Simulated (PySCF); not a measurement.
**Correlation energy of Mo (molybdenum, neutral)**

[Kr] 4d5 5s1, high-spin 7S determinant. Computed with PySCF 2.14 in cc-pVDZ-PP with ECP28MDF (4s4p3d1f, 38 functions), with a scalar-relativistic core potential. Frozen: 4s2 4p6; 6 electrons correlated.

MP2 pair energies summed by pair of shells (mhartree):

```tsv
pair	energy	share (%)
4d-4d	-44.85	75.6
4d-5s	-14.48	24.4
```

Total MP2 correlation energy: -59.34 mhartree.

Same-spin part -59.34 and opposite-spin part 0.00 mhartree; SCS-MP2 scales them by 1/3 and 6/5 to -19.78 mhartree.
